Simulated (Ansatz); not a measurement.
## Relaxing a trial structure of CH2SeZn

The starting geometry of this gas-phase singlet was optimised with GFN2-xTB.

```csv
atom,x (Å),y (Å),z (Å)
C,-0.7360,-0.3134,-0.9225
Se,0.6373,0.7813,-0.5473
Zn,-0.1790,-2.4734,-1.2428
H,-1.4327,-0.5396,-0.1181
H,-1.1950,-0.2210,-1.9030
```

**Question.** Where would you expect an optimisation with PBE0-D3(BJ)/def2-SVP to take it?

**Answer.** It loosens into CH2Se + Zn, which stay close as a complex. Contacts that open: C1–Zn3 (2.25 → 2.77 Å).

The energy falls by 0.09 eV over 11 steps:

```
step  E − E(last) (eV)
   1             0.087
   2             0.052
   3             0.027
   4             0.015
   5             0.009
   7             0.001
   8             0.000
   9             0.000
  10             0.000
  11             0.000
```

Final geometry (Å):

```xyz
5

C    -0.7657   -0.1136   -0.8916
Se    0.6091    0.9190   -0.5251
Zn   -0.2057   -2.7983   -1.3027
H    -1.3904   -0.5503   -0.1003
H    -1.1527   -0.2230   -1.9140
```

No frequencies were run, so the end isn't proven a minimum. Run with Ansatz 0.2.0, 84 s on 1 thread of AMD EPYC (Zen 3) (shared host).
